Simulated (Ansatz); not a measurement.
Start from `F[SiH2]C[SiH2]F` and change one atom or group to get `F[SiH2]C[TeH]`.

Ansatz, PBE0-D4/def2-TZVP geometries, multiplicity 1. Each molecule was computed in one conformer, which needn't be the lowest.

Elements past krypton have def2 core potentials.  Spin–orbit coupling is left out; it splits and shifts lone-pair levels of the heavy atoms by tenths of an eV.

| property | `F[SiH2]C[SiH2]F` |
| --- | --- |
| size of the dipole moment (ωB97M-V/def2-TZVPP) / D | 0.61 |
| HOMO–LUMO gap (PBE0/def2-TZVPP) / eV | 8.84 |
| HOMO energy (PBE0/def2-TZVPP) / eV | -9.34 |
| HOMO–LUMO gap (ωB97M-V/def2-TZVPP) / eV | 12.82 |
| HOMO energy (ωB97M-V/def2-TZVPP) / eV | -11.57 |
| size of the dipole moment (B3LYP/def2-TZVPP) / D | 0.66 |

Task: What does the change do to each property? (Estimate.)

Result: Computed: 
```csv
property,`F[SiH2]C[TeH]`,shift
size of the dipole moment (ωB97M-V/def2-TZVPP) / D,1.66,1.05
HOMO–LUMO gap (PBE0/def2-TZVPP) / eV,5.39,-3.45
HOMO energy (PBE0/def2-TZVPP) / eV,-6.30,3.04
HOMO–LUMO gap (ωB97M-V/def2-TZVPP) / eV,9.29,-3.53
HOMO energy (ωB97M-V/def2-TZVPP) / eV,-8.41,3.16
size of the dipole moment (B3LYP/def2-TZVPP) / D,1.72,1.06
```

With PBE0 the HOMO rises by 3.04 eV and the LUMO falls by 0.41 eV, so the gap narrows by about 3.45 eV. PBE moves the HOMO by 2.66 eV and ωB97M-V by 3.16 eV. Dipoles are sizes alone; their direction can turn.

B3LYP here is the variant with VWN-RPA as its local correlation; programs differ in this.
